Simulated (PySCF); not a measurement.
Computed IR spectrum (relative IR intensity) of a molecule C2H8FNSi2. Geometry optimised at TPSSh-D3(BJ)/def2-SVP. One conformer was computed; it need not be the lowest. Method: TPSSh-D3(BJ)/def2-SVP (PySCF 2.14.0). Frequencies are harmonic and unscaled.

Lines under 2 % of the strongest are left out, and lines within 2 cm⁻¹ are merged.

```
ν (cm⁻¹)  relative intensity
--------  ------------------
205                      6.0
362                      2.9
423                       62
460                       18
537                       12
549                       12
663                      8.7
674                       23
766                      7.6
829                       11
851                      3.0
857                       11
904                      100
915                       29
925                       22
955                       93
961                       21
965                       11
1093                      20
1251                      15
1561                      13
1647                      27
2245                      34
2247                      18
2262                      49
2269                      33
2281                      39
3542                     9.7
3635                     9.3
```

### Question
Pick the molecule that these values belong to.
(A) N[SiH2]/C(F)=C\[SiH3]
(B) F[Si@@H]1CN[SiH2]C1
(C) N[Si@@H]1C[SiH2][C@@H]1F
(D) C[Si@H]1NC[Si@@H]1F

### Answer
A, N[SiH2]/C(F)=C\[SiH3]
